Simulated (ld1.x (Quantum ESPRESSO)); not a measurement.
# Before and after: RRKJ potential for Pd

```json
{
  "Element": "Pd",
  "Generator": "ld1.x (Quantum ESPRESSO) 7.5",
  "Type": "norm-conserving RRKJ (Kleinman–Bylander form)",
  "Functional": "LDA (PZ)",
  "Relativity": "scalar-relativistic",
  "Frozen core": "[Kr]",
  "Valence charge": "10",
  "Reference configuration": "4d9 5s1 5p0",
  "Partial waves": "5p (bound, empty): rc 3.45 bohr; 4d (bound): rc 1.60 bohr; 5s (bound): rc 2.40 bohr",
  "Local potential": "the s channel",
  "Core correction": "none"
}
```

All-electron outer shells of the reference configuration (LDA (PZ), scalar-relativistic, ld1.x):

```tsv
shell	level (eV)	outermost node (bohr)	outermost maximum (bohr)
4s	-88.76	0.45	0.85
4p	-54.58	0.46	0.91
4d	-6.90	0.45	1.09
5s	-4.66	1.15	2.54
5p	-0.91	1.30	3.70
```

Change: all radii scaled by about 1.03 (s 2.48, p 3.56, d 1.64 bohr).

Cutoffs: the cutoffs (Ry, on a coarse ladder) from which the occupation-weighted sum of valence levels, in a spherical-Bessel basis at the reference potential, stays within 10 and 1 mRy of its value at 400 Ry; they do not see the model core or the augmentation charge, which bear on the density cutoff. Errors are all-electron minus pseudo energies relative to the spin-unpolarised reference configuration.

Task: How do hardness, ghosts and transferability respond?

Result: The potential gets softer (55 Ry and 70 Ry → 55 Ry and 60 Ry); the errors of the 9 common tests hardly move; neither file shows a bound ghost. A larger radius leaves more room for a smooth pseudo-wave, so fewer plane waves are needed.

```csv
quantity,base,changed
"cutoff, loose",55 Ry,55 Ry
"cutoff, tight",70 Ry,60 Ry
bound ghosts,none,none
"error for 4d10 5s0 5p0, meV [ΔE -1.44 eV]",-83,-82
"error for 4d9 5s0 5p0, meV [ΔE 7.95 eV]",-4.6,-4.4
"error for 4d8 5s0 5p0, meV [ΔE 29.03 eV]",-76,-76
"error for 4d9.5 5s0 5p0, meV [ΔE 1.93 eV]",-37,-37
"error for 4d7 5s0 5p0, meV [ΔE 63.63 eV]",-465,-464
"error for 4d9 5s0 5p1, meV [ΔE 3.88 eV]",-1.4,-1.2
"error for 4d8 5s1 5p0, meV [ΔE 12.36 eV]",-91,-90
"error for 4d9 5s1 5p0 (spin-polarised), meV [ΔE -0.38 eV]",+109,+109
"error for 4d9 5s0 5p0 (spin-polarised), meV [ΔE 7.81 eV]",+93,+93
```
